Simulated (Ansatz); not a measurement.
Method: Ansatz (an electronic-structure program) with frozen-core CCSD(T)/cc-pVTZ // ωB97X-D3(BJ)/def2-TZVP.

Ansatz 0.2 input:
```yaml
crystal:
  periodic: [false, false, false]
  atoms:
    - { symbol: F, position_ang: [-0.902426, -1.442683, -0.001786] }
    - { symbol: Al, position_ang: [-0.047372, -0.046862, 0.000731] }
    - { symbol: F, position_ang: [-0.850451, 1.379335, 0.0005] }
    - { symbol: Cl, position_ang: [2.012212, -0.082849, 0.007045] }
basis:
  gaussian: { orbitals: cc-pVTZ }
correlation:
  method: ccsd_t
```

Output:

```
Functional definition: HF
793 factors; integrals over basis functions are off by at most 1.3e-3 eV
mean field evaluation 1: about -24504.7040 eV, gradient 4.1e1 eV
mean field evaluation 2: about -24504.8065 eV, gradient 4.1e1 eV
mean field evaluation 4: about -24507.5228 eV, gradient 1.5e0 eV
mean field evaluation 8: about -24507.5514 eV, gradient 1.5e-1 eV
mean field evaluation 16: about -24506.3702 eV, gradient 2.9e1 eV
mean field -24507.55154227 eV, -900.6359073635 hartree, gradient 4.2e-6 eV, S^2 0.000000; 0 other end points of the search recorded, 0 dependent functions left out
12 core orbitals not correlated
reference -24507.55154227 eV, -900.6359073635 hartree; 12, 12 occupied and 104, 104 virtual orbitals, 793 factors
second order -20.71053313 eV of doubles, -0.00000000 eV of singles
cycle   1  -20.62904420 eV  change    8.1e-2 eV  update   8.8e-2
cycle   2  -20.99578393 eV  change   -3.7e-1 eV  update   2.6e-2
cycle   3  -21.09169714 eV  change   -9.6e-2 eV  update   1.3e-2
cycle   4  -21.07790305 eV  change    1.4e-2 eV  update   2.8e-3
cycle   5  -21.07537598 eV  change    2.5e-3 eV  update   1.1e-3
cycle   6  -21.07601483 eV  change   -6.4e-4 eV  update   3.0e-4
cycle   7  -21.07585305 eV  change    1.6e-4 eV  update   8.9e-5
cycle   8  -21.07580183 eV  change    5.1e-5 eV  update   2.4e-5
cycle   9  -21.07581359 eV  change   -1.2e-5 eV  update   7.3e-6
perturbative correction -0.66641302 eV, -0.0244902267 hartree
Total energy: -24529.29376889 eV, -901.4349194542 hartree
```

Cost: around 21 core-seconds (rough).
